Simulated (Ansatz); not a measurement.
# One elementary step

Start structure (CH$_{5}$InS, singlet), relaxed at PBE0-D4/def2-TZVP:

```
8
angstrom
In -0.1758 0.3073 -0.6527
H -0.5057 1.5803 -1.7575
S -0.3265 -1.9065 -1.5668
H -0.6581 -1.4938 -2.8005
C 0.3493 0.3659 1.4217
H -0.4659 0.8063 1.9985
H 1.2387 0.9810 1.5669
H 0.5440 -0.6406 1.7903
```

The step: CH₅InS ([CH3][InH][SH]) → CH₃InS ([CH3][In][S]) + H₂; bonds formed: H2–H4; bonds broken: In1–H2, S3–H4. Program: Ansatz 0.2.0. Basis: def2-TZVPP and def2-QZVPP. Cores are frozen in the correlated methods. Filled d shells of the heavier atoms are correlated. Core potentials replace the inner electrons of the atoms past krypton. The def2 sets are not built for correlating such inner shells, so the correlated values are less sure here. Extrapolation: Hartree–Fock as exp(−7.88 √X), correlation as X^−2.97. Energies below are by CCSD(T) at an estimated basis limit (MP2 extrapolated from triple and quadruple zeta, plus CCSD(T) − MP2 in triple zeta).

Question: What are the electronic barrier and the energy of the step, from the start structure to the end structure? (Judge from chemistry; the value comes from the calculation.)

Answer: The calculation gives: Barrier 46.87 kcal/mol; step energy 14.95 kcal/mol (uphill); reverse barrier, their difference, 31.92 kcal/mol. Barrier and step energy count from the start structure, the reverse barrier from the end structure.

The saddle point: One imaginary mode of 1536i cm⁻¹.
```csv
pair,start (Å),saddle (Å),end (Å)
H2–H4,3.25,1.06,0.75
In1–H2,1.72,2.04,3.40
S3–H4,1.34,1.72,3.73
```

Zero-point energy (harmonic, PBE0-D4): ZPE is 31.74 kcal/mol at the start and 29.97 kcal/mol at the saddle, so the barrier goes from 46.87 to 45.10 kcal/mol.

The T1 diagnostic stays at or below 0.018.

Labels in which every atom is bracketed show which atoms are joined, not bond orders.

For scale, one of the runs: CCSD(T)/def2-TZVPP, 193 basis functions, launched by `ansatz run in.yaml --threads 4 --pin off --events-out ev --progress --plain --max-ram 9574MiB`. Time: 56 s of wall clock on 4 CPU threads of an Intel Xeon; the host was shared. Peak host memory: 2.3 GiB.
